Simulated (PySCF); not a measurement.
**Dipole moment and polarisability of `CC/C(=C\[SiH3])[Si@@H](C)O`**

C5H14OSi2.
Cartesian coordinates in Å at the PBE0-D3(BJ)/def2-SVP level; atoms count from 1:
```
atom  x, y, z in Å
C1    -0.8621   -2.1939   -0.3233
C2    -1.2271   -0.8934    0.3878
C3    -0.1932    0.1850    0.2055
C4    -0.4440    1.3288   -0.4637
Si5   -2.0700    1.8023   -1.2784
Si6    1.5461   -0.0874    0.9035
C7     2.6831   -0.6867   -0.4601
O8     2.1280    1.3134    1.6036
H9    -1.6361   -2.9603   -0.1681
H10    0.0880   -2.6082    0.0514
H11   -0.7524   -2.0326   -1.4067
H12   -1.3400   -1.0948    1.4682
H13   -2.2158   -0.5467    0.0388
H14    0.3667    2.0683   -0.5567
H15   -3.1777    1.9516   -0.2828
H16   -1.8906    3.1097   -1.9802
H17   -2.5006    0.7822   -2.2860
H18    1.4866   -1.0803    2.0150
H19    2.3662   -1.6750   -0.8290
H20    3.7214   -0.7677   -0.1027
H21    2.6625    0.0077   -1.3153
H22    2.1132    2.1105    1.0672
```

Level: CAM-B3LYP/def2-SVPD (PySCF), static field, nuclei fixed, core orbitals frozen in the response. The polarisability tensor in these axes (au):

```
x   125.96  -9.85  10.45
y    -9.85 125.39 -10.32
z    10.45 -10.32 106.75
```

Problem. Diagonalise the tensor; give its mean and Δα, where Δα² is half the sum of the squared differences of the eigenvalues.

Solution. Principal values 100.58, 115.83 and 141.70 au; mean 119.37 au = 17.69 Å³ = 19.68 × 10⁻⁴⁰ C²·m²/J; Δα = 36.01 au (30 % of the mean).

Problem. What is the dipole moment, and where does it point?

Solution. (0.01, -0.52, -1.28) D, 1.38 D in size, pointing from the negative to the positive side. Measured along this direction, the outermost atoms are O8 at the negative end and H11 at the positive end.

Problem. In TDDFT the mean static polarisability is Σ f/ω² over all singlet excitations (ω in hartree). How much of it do the 10 lowest give? Their energies (eV) and oscillator strengths: 5.58, 0.0011; 6.21, 0.3789; 6.85, 0.0149; 7.10, 0.0048; 7.35, 0.0123; 7.52, 0.0125; 7.59, 0.0068; 7.82, 0.0014; 7.84, 0.0340; 7.92, 0.0147.

Solution. They add up to 8.63 au, 7.2 % of the 119.37 au; the largest single term is 7.28 au, from the state at 6.21 eV. Terms in order: 0.03, 7.28, 0.24, 0.07, 0.17, 0.16, 0.09, 0.02, 0.41, 0.17 au. Higher excitations give the rest. The strengths listed sum to 0.481.

Problem. Molar refractivity from α?

Solution. Lorentz–Lorenz: R = (4π/3)N_A α = 2.5225 cm³/(mol·Å³) × 17.69 Å³ = 44.6 cm³/mol, in the limit of long wavelengths.

Problem. How large is μ²/3kT at 400 K beside α?

Solution. In Gaussian units μ²/3kT = 11.49 Å³ against 17.69 Å³, a ratio of 0.65; the Debye molar polarisation (4π/3)N_A(α + μ²/3kT) is 73.6 cm³/mol, leaving out the vibrational part.

Problem. Along which axes do the principal values lie, and how far do the nuclei extend along each?

Solution. Largest value along (0.66, -0.64, 0.39), where the nuclei span 6.93 Å; middle along (0.70, 0.71, -0.01), 6.24 Å; least along (-0.27, 0.28, 0.92), 3.35 Å. The response follows the extents in order.

One conformer (not necessarily the lowest) at the PBE0-D3(BJ)/def2-SVP geometry, without solvent, vibrations or thermal averaging.
